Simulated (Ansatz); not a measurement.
Consider the cleavage of the Si–B bond: `CB([SiH3])[SiH3]` + `OB(O)Cl` → `OB(Cl)O[SiH3]` + `CB[SiH3]`.

Gas-phase electronic energies from Ansatz, PBE0-D4/def2-TZVP geometries. CCSD(T)/CBS adds triple-zeta CCSD(T) − MP2 to the extrapolated MP2 energy (def2 sets, frozen cores). DFT in def2-TZVPP. B3LYP here is the variant with VWN-RPA as its local correlation; programs differ in this. HSE06 is defined as in plane-wave codes. Each species was taken in one conformer, which may not be the lowest.

| level | ΔE (kJ/mol) | difference from CCSD(T)/CBS |
| --- | --- | --- |
| LDA (SPW92) | -74.5 | 26.0 |
| PBE-D4 | -75.1 | 25.4 |
| r2SCAN-D4 | -93.3 | 7.2 |
| r2SCAN0-D4 | -97.0 | 3.5 |
| HSE06-D4 | -83.3 | 17.2 |
| r2SCAN | -93.9 | 6.6 |
| B3LYP | -104.1 | -3.6 |
| r2SCANh | -95.5 | 5.0 |
| BHLYP | -115.0 | -14.5 |
| LC-ωPBE | -93.3 | 7.2 |
| RPA@PBE/def2-TZVPP | -101.3 | -0.8 |
| CCSD/def2-SVP | -89.9 | 10.6 |
| HF/def2-TZVPP | -130.1 | -29.6 |
| CCSD(T)/def2-TZVPP | -99.7 | 0.8 |
| MP2/CBS(def2) | -107.0 | -6.5 |
| CCSD/CBS(def2) | -104.6 | -4.1 |
| CCSD(T)/CBS | -100.5 | 0 |

(1) What do rigid-rotor, harmonic-oscillator terms from PBE0-D4/def2-TZVP frequencies (298.15 K, 1 bar) make of the CCSD(T)/CBS value? (Best estimate.)

Largest T1 diagnostic among the species: 0.013.

Answers

(1) Computed: ΔZPE = -2.8 kJ/mol, ΔH = -103.4 kJ/mol, ΔS = 1 J/(mol·K), ΔG = -103.8 kJ/mol. Modes under 50 cm⁻¹ make the entropy rough.

At CCSD(T), def2-SVP lies +13.7 kJ/mol from the extrapolated value and def2-TZVPP +0.8 kJ/mol. The D4 term adds +3.7 kJ/mol with B3LYP and +2.1 kJ/mol with PBE0; it sums over pairs of atoms, weighted by their polarisabilities, and B3LYP, whose exchange is more repulsive, gets the larger term. Leaving LDA and LC-ωPBE aside and taking each functional with its dispersion term where it has one, the values, not all of them listed here, spread over 35.9 kJ/mol, from BHLYP-D4 to revPBE-D4.
